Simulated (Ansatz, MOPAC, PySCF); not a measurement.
Isomers of CH4BFO: 1 is FB(C)O, 2 is O(BF)C; one conformer of each (the lowest of an xTB search), B3LYP-D3(BJ)/def2-TZVP minima.
Isomer 1 (charge 0, multiplicity 1, Z-matrix in Å and degrees):
```
B
F 1 1.3477
O 1 1.3559 2 117.99
H 3 0.9648 1 113.37 2 0.00
C 1 1.5608 2 119.86 3 180.00
H 5 1.0890 1 112.54 2 -180.00
H 5 1.0936 6 108.63 1 122.48
H 5 1.0936 6 108.63 7 115.05
```
Isomer 2 (charge 0, multiplicity 1):
```xyz
8

C     -1.0032     0.4149     0.0231
O      0.3033     0.3874    -0.5574
B      1.2823    -0.4274    -0.1401
F      1.0899    -1.2851     0.8702
H     -1.1885     1.4201     0.4002
H     -1.0994    -0.3053     0.8349
H     -1.7284     0.1873    -0.7575
H      2.3439    -0.3919    -0.6734
```

No zero-point or thermal terms.

Cores are frozen in the correlated methods. The state that PM6 reach isn't checked.

Programs: Ansatz (Gaussian basis) for Hartree–Fock, density functionals and correlated methods; MOPAC for PM6 (differences of heats of formation); PySCF for the dispersion terms. 

What electronic energy of isomer 2 less that of isomer 1 does PM6 give?

18.8 kcal/mol

Give the electronic energy of isomer 2 less that of isomer 1 at the level BHLYP-D4/def2-TZVPP.

24.0 kcal/mol

Predict the electronic energy of isomer 2 less that of isomer 1 from CCSD(T)/cc-pVDZ.

24.5 kcal/mol

Ansatz is a quantum-chemistry and plane-wave program.
